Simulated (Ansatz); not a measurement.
Born–Oppenheimer molecular dynamics of a periodic cell of 39 atoms, H24C7SO7 (contents 1 OCS + 6 CH3OH, density as packed 0.67 g/cm³ with natural masses). It starts from a partly relaxed structure (largest force component 0.24 eV/Å).

Level of theory: DFT PBE-D3(BJ), scalar-relativistic, plane waves, PAW in Ansatz. Settings: cutoff 420 eV, k mesh 1x1x1, fermi-dirac smearing 0.05 eV, no spin polarisation.

```json
{
 "ensemble": "NVT, Langevin thermostat",
 "time step": "0.5 fs",
 "steps asked": "300",
 "set temperature": "250 K",
 "friction": "0.02 /fs",
 "seed": "354707"
}
```

Frames 10 fs apart, positions in Å, forces in eV/Å.

Velocities at 65.0 fs (Å/ps):

```
O -4.28 7.61 4.75
C -6.33 -1.70 0.56
S 3.26 -5.94 -0.97
C -4.29 0.46 -3.48
O 2.77 -1.23 2.73
H 25.75 26.67 -12.55
H -2.13 -4.98 17.38
H -4.97 14.58 -15.47
H 11.79 -21.17 4.43
C 7.68 -2.46 5.04
O -3.16 -0.07 3.77
H -6.80 10.49 9.05
H -4.41 4.83 -2.07
H 6.55 20.04 -0.22
H -9.64 11.75 -19.17
C -7.26 4.09 10.77
O 2.09 1.65 1.83
H 25.41 -7.56 18.23
H 30.03 0.38 -3.84
H -22.16 1.85 0.78
H -0.66 -5.07 -22.73
C -4.47 -0.73 2.18
O 0.32 0.43 -2.53
H 24.76 0.16 2.59
H 21.09 33.36 -35.35
H -2.17 -24.34 -11.34
H 3.15 18.18 16.36
C -0.83 6.55 5.41
O 6.39 2.00 5.06
H -15.84 -6.71 19.04
H 16.21 8.27 5.20
H 13.30 9.95 1.94
H 10.89 10.01 18.36
C 6.35 1.89 -0.41
O 5.33 8.10 -1.16
H 4.09 0.93 5.39
H -2.17 -22.77 14.16
H 8.07 -7.47 -17.82
H -12.30 -24.81 -1.34
```

```xyz
39
Lattice="8.5749 0.0000 0.0000 0.0000 8.5749 0.0000 0.0000 0.0000 8.5749" Properties=species:S:1:pos:R:3:forces:R:3 time_fs=65.0 energy_less_start_eV=0.946 T=294
O 2.192 9.169 2.195 0.68 -0.45 0.89
C 2.777 8.573 3.027 -0.26 -0.27 -0.25
S 3.524 7.683 4.111 -0.47 0.71 -0.61
C 8.072 6.432 7.308 1.21 0.02 0.07
O 8.064 5.345 8.245 1.41 -0.62 -0.32
H 7.279 6.354 6.576 -0.98 -0.07 0.23
H 8.985 4.910 8.363 -1.41 0.94 -0.39
H 8.080 7.410 7.851 -0.15 -0.40 -0.42
H 8.941 6.397 6.618 0.23 -0.01 0.60
C 8.663 3.614 4.462 -0.32 -0.87 0.64
O 7.215 3.782 4.710 1.30 -0.24 -1.07
H 9.150 3.898 5.396 0.20 0.02 0.24
H 6.919 4.040 3.815 -0.45 -0.13 0.24
H 9.023 2.532 4.225 -0.88 1.47 0.05
H 8.987 4.326 3.696 0.11 -0.19 -0.26
C 3.148 6.535 8.086 -2.02 0.09 1.22
O 2.585 5.191 8.145 -0.43 1.44 -1.56
H 3.405 6.834 7.070 0.01 -0.19 -0.26
H 3.043 4.643 8.770 1.08 -0.50 1.27
H 2.304 7.209 8.472 1.02 -0.37 -0.61
H 3.996 6.723 8.751 0.22 -0.43 0.06
C 3.801 3.771 3.042 -1.01 -0.60 -0.05
O 3.970 3.861 1.615 1.16 0.85 0.51
H 2.712 3.848 3.236 0.31 -0.20 0.08
H 4.917 4.199 1.553 -0.63 0.01 -0.47
H 4.166 2.772 3.316 -0.08 0.04 0.53
H 4.280 4.535 3.692 0.17 -0.04 -0.68
C 6.625 6.484 2.099 0.16 -0.18 -0.64
O 6.380 5.148 1.657 -0.88 -0.23 0.90
H 5.716 6.882 2.546 -0.18 0.05 0.20
H 7.048 4.966 0.981 0.61 -0.01 -0.87
H 7.437 6.446 2.826 0.21 0.41 0.30
H 6.908 7.124 1.238 -0.04 -0.10 0.35
C 0.059 1.949 8.379 -0.54 0.54 -0.34
O 0.614 2.932 9.298 -0.12 -0.49 -0.53
H -1.020 2.264 8.283 0.89 -0.44 -0.05
H 1.587 2.926 9.309 -0.08 -0.40 -0.14
H 0.510 1.907 7.352 -0.07 0.61 0.55
H 0.113 0.896 8.710 0.02 0.23 0.56
39
Lattice="8.5749 0.0000 0.0000 0.0000 8.5749 0.0000 0.0000 0.0000 8.5749" Properties=species:S:1:pos:R:3:forces:R:3 time_fs=75.0 energy_less_start_eV=0.979 T=275
O 2.187 9.235 2.261 0.61 -0.99 0.92
C 2.741 8.530 3.034 0.07 0.36 -0.09
S 3.531 7.640 4.090 -0.76 0.64 -0.77
C 8.100 6.408 7.264 -0.26 0.06 0.91
O 8.058 5.341 8.258 1.02 0.25 -0.76
H 7.222 6.415 6.595 0.26 -0.70 -0.01
H 9.009 5.036 8.379 -1.01 0.08 0.01
H 8.025 7.395 7.766 0.43 -0.11 0.03
H 9.051 6.300 6.738 -0.12 0.29 -0.38
C 8.676 3.629 4.514 -1.51 -1.10 -1.57
O 7.201 3.767 4.723 1.17 -0.26 -0.03
H 9.213 3.957 5.397 -0.07 -0.07 0.40
H 6.762 3.971 3.866 0.72 -0.16 0.25
H 8.994 2.558 4.168 -0.63 1.39 0.86
H 8.927 4.264 3.663 0.31 0.26 -0.09
C 3.091 6.566 8.180 0.35 0.15 -0.18
O 2.623 5.216 8.155 -0.40 0.75 0.00
H 3.474 6.743 7.193 -0.19 0.71 -1.12
H 3.178 4.766 8.806 -0.14 -0.83 0.75
H 2.307 7.325 8.454 0.56 -0.60 -0.05
H 4.039 6.699 8.740 -0.57 -0.12 0.64
C 3.781 3.754 3.053 -1.12 0.22 -1.59
O 3.984 3.870 1.590 -0.29 -0.20 0.76
H 2.676 3.839 3.258 0.84 0.09 -0.23
H 4.813 4.377 1.399 0.19 -0.21 0.74
H 4.101 2.791 3.434 0.35 -0.45 -0.06
H 4.309 4.540 3.558 0.31 0.57 0.43
C 6.644 6.519 2.175 -0.26 -0.22 0.01
O 6.437 5.165 1.721 -0.51 0.59 0.71
H 5.738 6.843 2.715 0.19 0.03 -0.26
H 7.055 5.050 0.973 0.48 -0.05 -0.61
H 7.487 6.581 2.855 0.38 -0.19 0.55
H 6.910 7.230 1.376 -0.44 -0.17 -0.25
C 0.134 1.979 8.370 -1.91 1.37 0.13
O 0.663 2.998 9.232 0.11 -0.36 -0.06
H -0.958 2.238 8.193 1.04 -0.11 0.04
H 1.549 2.660 9.424 0.33 0.37 0.32
H 0.639 2.024 7.400 0.12 -0.57 -0.12
H 0.110 1.036 8.908 0.38 -0.68 -0.24
39
Lattice="8.5749 0.0000 0.0000 0.0000 8.5749 0.0000 0.0000 0.0000 8.5749" Properties=species:S:1:pos:R:3:forces:R:3 time_fs=85.0 energy_less_start_eV=1.161 T=263
O 2.221 9.264 2.338 -0.45 -0.13 -0.17
C 2.708 8.500 3.075 0.16 0.95 -0.49
S 3.515 7.617 4.054 0.18 -0.77 0.70
C 8.147 6.367 7.272 -0.50 -0.39 -0.25
O 8.028 5.350 8.237 1.39 -1.17 1.21
H 7.239 6.150 6.681 0.21 1.10 -0.28
H 8.914 4.979 8.531 -0.75 0.34 -0.48
H 8.242 7.354 7.746 -0.49 0.25 -0.14
H 9.023 6.259 6.634 0.29 -0.32 -0.22
C 8.585 3.653 4.504 1.74 -3.14 1.12
O 7.226 3.735 4.724 -1.58 1.25 -1.15
H 9.138 3.905 5.410 0.04 0.35 0.32
H 6.907 3.910 3.809 -0.57 -0.05 0.57
H 8.784 2.512 4.396 0.47 1.37 -0.39
H 9.016 4.209 3.684 -0.13 0.32 -0.64
C 3.105 6.605 8.211 -0.26 0.08 2.04
O 2.687 5.251 8.166 -0.74 0.19 -0.48
H 3.390 6.925 7.224 0.84 0.11 -0.53
H 2.995 4.768 8.960 0.24 0.02 0.15
H 2.316 7.346 8.505 -0.18 -0.57 -0.04
H 3.854 6.710 9.050 0.04 0.21 -1.14
C 3.784 3.747 3.002 -2.54 -0.38 0.14
O 4.010 3.850 1.607 0.10 0.15 0.18
H 2.683 3.891 3.274 1.07 -0.12 -0.42
H 4.837 4.379 1.648 0.47 0.08 -0.95
H 4.097 2.816 3.432 0.23 -1.10 0.07
H 4.339 4.480 3.504 0.80 1.47 1.01
C 6.666 6.542 2.258 -1.22 0.25 -0.52
O 6.469 5.216 1.814 -0.64 -0.93 0.39
H 5.770 6.841 2.822 0.14 -0.04 0.16
H 6.985 5.120 0.984 0.34 -0.01 -0.44
H 7.521 6.570 2.923 0.60 0.55 0.04
H 6.660 7.206 1.365 0.64 0.09 0.54
C 0.183 2.029 8.368 0.16 -0.50 -0.71
O 0.712 3.030 9.183 -0.28 1.33 0.45
H -0.847 2.305 8.057 0.43 -0.21 0.29
H 1.470 2.727 9.686 0.36 -0.39 0.04
H 0.795 1.855 7.473 0.03 0.38 -0.48
H 0.260 1.067 8.859 -0.65 -0.60 0.50
39
Lattice="8.5749 0.0000 0.0000 0.0000 8.5749 0.0000 0.0000 0.0000 8.5749" Properties=species:S:1:pos:R:3:forces:R:3 time_fs=95.0 energy_less_start_eV=1.059 T=243
O 2.245 9.320 2.386 -0.47 -0.02 0.00
C 2.706 8.543 3.127 0.77 0.04 -0.04
S 3.502 7.567 4.059 -0.45 0.00 0.09
C 8.167 6.351 7.252 -0.98 -0.66 -0.91
O 7.997 5.327 8.232 -0.07 0.10 0.36
H 7.257 6.488 6.606 0.30 -0.92 0.44
H 8.843 4.875 8.517 -0.49 0.51 -0.57
H 8.260 7.364 7.598 0.73 0.68 1.03
H 8.981 6.067 6.602 0.52 0.17 -0.37
C 8.595 3.606 4.508 -0.01 0.24 -0.05
O 7.201 3.765 4.684 -0.92 -0.09 -0.49
H 9.046 4.020 5.429 0.19 -0.42 -0.24
H 6.737 3.808 3.811 0.67 0.02 0.49
H 8.898 2.557 4.312 -0.04 0.06 0.33
H 8.957 4.186 3.653 0.13 0.26 -0.18
C 3.102 6.641 8.270 0.77 0.18 0.74
O 2.719 5.279 8.170 0.22 0.15 -0.79
H 3.562 7.065 7.357 -0.55 -0.47 -0.23
H 2.829 4.880 9.047 0.41 -0.43 0.22
H 2.183 7.164 8.535 0.10 0.93 0.11
H 3.932 6.833 9.022 -0.89 -0.33 -0.19
C 3.786 3.731 2.988 -1.74 -0.56 -0.70
O 4.028 3.858 1.606 -1.26 -0.11 -0.96
H 2.665 3.886 3.225 1.47 -0.23 -0.40
H 4.901 4.229 1.419 0.53 0.41 0.46
H 4.090 2.733 3.267 -0.01 -0.59 0.67
H 4.346 4.445 3.513 0.86 1.22 1.22
C 6.638 6.568 2.325 -0.37 0.52 -0.77
O 6.498 5.223 1.892 0.23 -0.02 -0.33
H 5.846 6.773 3.040 -0.25 0.27 0.03
H 6.937 5.213 0.996 0.24 -0.25 0.14
H 7.575 6.824 2.790 0.90 -0.43 0.61
H 6.625 7.281 1.466 -0.57 -0.25 0.24
C 0.238 1.994 8.344 -1.37 1.70 0.72
O 0.767 3.099 9.177 -0.56 -1.11 -0.59
H -0.799 2.312 8.053 0.75 -0.07 -0.05
H 1.321 2.681 9.847 0.33 0.00 0.14
H 0.838 1.865 7.460 0.47 -0.19 -0.49
H 0.088 1.072 8.899 0.40 -0.31 0.31
39
Lattice="8.5749 0.0000 0.0000 0.0000 8.5749 0.0000 0.0000 0.0000 8.5749" Properties=species:S:1:pos:R:3:forces:R:3 time_fs=105.0 energy_less_start_eV=1.143 T=315
O 2.251 9.372 2.411 0.47 -0.89 1.22
C 2.746 8.612 3.174 0.54 -0.61 -0.30
S 3.505 7.512 4.072 -1.18 1.50 -0.86
C 8.204 6.347 7.222 -0.97 -0.82 0.70
O 7.933 5.313 8.231 1.91 -0.11 -0.95
H 7.242 6.394 6.670 0.73 0.62 -0.12
H 8.824 4.863 8.258 -0.90 -0.11 0.74
H 8.548 7.232 7.740 -0.50 0.91 0.18
H 9.076 6.092 6.622 -0.14 -0.51 -0.52
C 8.597 3.603 4.512 -0.84 2.19 -1.08
O 7.140 3.796 4.643 1.21 -0.82 0.45
H 9.128 4.077 5.337 -0.39 0.25 0.49
H 6.735 3.708 3.760 0.44 0.16 0.01
H 9.032 2.621 4.453 -0.48 -1.17 -0.22
H 8.896 4.195 3.609 0.10 -0.51 0.30
C 3.090 6.699 8.344 1.26 0.31 -1.09
O 2.730 5.354 8.154 -0.47 -0.57 0.89
H 3.495 6.998 7.335 0.26 0.20 0.91
H 2.928 4.849 8.989 0.04 0.18 -0.55
H 2.271 7.391 8.495 -0.87 0.16 0.38
H 3.822 6.870 9.178 -0.22 -0.22 -0.67
C 3.828 3.718 2.986 -2.14 -0.53 -0.69
O 4.016 3.897 1.553 -0.45 -0.47 1.31
H 2.710 3.858 3.147 1.05 -0.08 0.02
H 4.945 4.138 1.450 0.75 0.50 -0.17
H 4.060 2.704 3.363 0.19 0.06 -0.41
H 4.339 4.422 3.617 0.53 0.73 0.13
C 6.592 6.634 2.355 0.38 -0.94 -0.19
O 6.546 5.250 1.947 -0.12 0.50 -0.45
H 5.916 6.804 3.155 -0.91 -0.20 0.97
H 7.101 5.219 1.111 -0.18 -0.04 0.24
H 7.573 6.825 2.769 0.68 0.45 -0.04
H 6.302 7.365 1.601 0.19 -0.02 -0.61
C 0.268 2.020 8.365 0.21 0.77 -0.74
O 0.790 3.106 9.132 -0.10 0.03 0.41
H -0.678 2.370 7.906 0.14 -0.29 0.33
H 1.392 2.723 9.788 0.15 0.12 -0.06
H 0.967 1.824 7.532 -0.07 -0.34 0.01
H 0.150 1.137 8.986 -0.29 -0.41 0.05
```

Of the whole run (150 fs, mean temperature of the second half 270 K): A run of 0.15 ps of so small a system gives no equilibrium averages. Limits of this set-up: coarse k mesh.

Time of the run: 12 min on 1 thread of AMD EPYC 7B13 (Zen 3) (shared host), peak memory 0.65 GiB.
